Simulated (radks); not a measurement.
Species: Tb2+. Configuration: [Kr] 4d10 4f9 5s2 5p5 6s1 (not the ground configuration).

Method: non-relativistic Kohn-Sham, PBE, spin-polarised, spherical densities, point nucleus; open shells are filled with parallel spins first (spin-orbit coupling, left out, can overturn this in heavy ions); relativity is left out, which matters for an element this heavy; computed with a radial shooting solver on a logarithmic mesh with Libxc functionals.

Energy parts (hartree):
| part | energy |
|---|---|
| total | -11228.2928 |
| kinetic | 11225.0258 |
| electron-nucleus | -26625.9905 |
| Hartree | 4418.0782 |
| exchange-correlation | -245.4063 |

Orbitals (lengths in bohr, moments of r in powers of bohr):
orbital,occ.,eigenvalue (hartree),<1/r>,<r>
1s up,1,-1787.571,64.46,0.02333
1s down,1,-1787.568,64.46,0.02333
2s up,1,-286.0086,15.00,0.09925
2s down,1,-286.0047,15.00,0.09925
2p up,3,-272.3666,15.02,0.08415
2p down,3,-272.3629,15.02,0.08415
3s up,1,-63.62530,5.667,0.2558
3s down,1,-63.53726,5.672,0.2556
3p up,3,-57.52386,5.608,0.2456
3p down,3,-57.44327,5.613,0.2454
3d up,5,-46.15376,5.510,0.2177
3d down,5,-46.09535,5.515,0.2174
4s up,1,-12.92034,2.416,0.5773
4s down,1,-12.75696,2.414,0.5774
4p up,3,-10.52152,2.321,0.5907
4p down,3,-10.35828,2.319,0.5908
4d up,5,-6.23824,2.113,0.6250
4d down,5,-6.07502,2.111,0.6255
5s up,1,-2.23259,0.9352,1.399
5s down,1,-2.12569,0.9229,1.415
5p up,3,-1.58291,0.8298,1.563
5p down,2,-1.48888,0.8155,1.587
4f up,7,-1.00657,1.586,0.8245
4f down,2,-0.85166,1.564,0.8460
6s up,1,-0.58462,0.3663,3.450
6s down,0,-0.53027,0.3678,3.442

The highest occupied level is 6s up at -15.908 eV. The density falls to 0.001 e/bohr^3 at r = 4.32 bohr.
